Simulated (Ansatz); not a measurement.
A made-up structure of CH$_{3}$SSe (charge -1), closed shell:

C1  (-0.400, 0.411, -0.208)
S2  (0.275, -0.350, 1.282)
Se3  (1.751, -1.773, 0.452)
H4  (-1.155, 1.147, 0.094)
H5  (0.391, 0.911, -0.773)
H6  (-0.129, -0.281, 2.579)
(Å)

It is relaxed with PBE-D4/def2-SVPD and then PBE0-D4/def2-TZVPD (Ansatz 0.2.0). Atoms count as bonded within 1.22 times the sum of their covalent radii (H–H: 0.88 Å). The end point is not checked to be a true minimum.

(1) Does its bonding change? (A judgement: the text doesn't fix the answer.)

Results:

(1) By the calculation: No: no bond forms or breaks.

Where it ends: The first stage lowers the energy by 2.29 eV in 17 steps. It ends as CH₃SSe ([CH2][SH][Se]), total charge -1:
```xyz
6
angstrom
C -0.4601 0.7911 0.2195
S -0.0960 -0.5557 1.1718
Se 1.5155 -2.0222 0.5949
H -1.2171 0.5166 -0.5144
H 0.3967 1.3074 -0.2144
H 0.5943 0.0278 2.1684
```

Labels in which every atom is bracketed show which atoms are joined, not bond orders.

For scale, one of the runs: PBE0-D4/def2-TZVPD relaxation, 167 basis functions, launched by `ansatz run in.yaml --threads 2 --pin off --events-out ev --progress --plain --max-ram 4352MiB`. Hardware: 2 CPU threads of an Arm Neoverse V1, shared host. Wall time about 53 s.
